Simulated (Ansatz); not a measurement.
Ansatz (a first-principles code) input (B3LYP/6-31G*):

Ansatz 0.2 input:
```yaml
crystal:
  periodic: [false, false, false]
  atoms:
    - {symbol: S, position_ang: [-0.31331600, 1.22137300, -1.30459600]}
    - {symbol: B, position_ang: [-0.00764300, 0.02979500, -0.03182600]}
    - {symbol: S, position_ang: [1.67547400, -0.40434700, 0.50007400]}
    - {symbol: S, position_ang: [-1.35734900, -0.83577100, 0.82454400]}
    - {symbol: H, position_ang: [2.34287700, 0.41150300, -0.33333900]}
    - {symbol: H, position_ang: [-2.38159800, -0.26056200, 0.17211300]}
basis:
  gaussian:
    orbitals: 6-31G*
hamiltonian:
  xc: {name: B3LYP}
magnetization: {spin_polarized: true, initial_magnetization: 1}
output: {forces: true}
```

Output:

```
Functional definition: B3LYP
integrals: 0.03 GiB planned
707 factors; integrals over basis functions are off by at most 7.3e-4 eV
mean field: 0.43 GiB planned
mean field evaluation 1: about -33215.1686 eV, gradient 1.1e1 eV
mean field evaluation 2: about -33215.2597 eV, gradient 1.1e1 eV
mean field evaluation 4: about -33215.9751 eV, gradient 4.6e-1 eV
mean field evaluation 8: about -33216.1142 eV, gradient 1.3e-1 eV
mean field evaluation 16: about -33216.1143 eV, gradient 9.2e-5 eV
mean field -33216.11427193 eV, -1220.6696848026 hartree, gradient 2.1e-5 eV, S^2 0.753122; 3 other end points of the search recorded, 0 dependent functions left out
the calculation of the forces begins
reference -33216.11451681 eV, -1220.6696938016 hartree; 28, 27 occupied and 48, 49 virtual orbitals, 707 factors
Total energy: -33216.11451681 eV, -1220.6696938016 hartree
Atom 0 at    -0.313316     1.221373    -1.304596 Å, force    -0.061444     0.239521    -0.255842 eV/Å
Atom 1 at    -0.007643     0.029795    -0.031826 Å, force     0.009617    -0.037488     0.040042 eV/Å
Atom 2 at     1.675474    -0.404347     0.500074 Å, force     0.155489    -0.157640     0.173372 eV/Å
Atom 3 at    -1.357349    -0.835771     0.824544 Å, force    -0.066510    -0.189220     0.197123 eV/Å
Atom 4 at     2.342877     0.411503    -0.333339 Å, force     0.117741     0.091804    -0.091931 eV/Å
Atom 5 at    -2.381598    -0.260562     0.172113 Å, force    -0.154893     0.053022    -0.062763 eV/Å
Dipole moment:    -0.037279     0.145322    -0.155224 e Å
```

The geometry given is a B3LYP-D3(BJ)/def2-TZVP minimum.
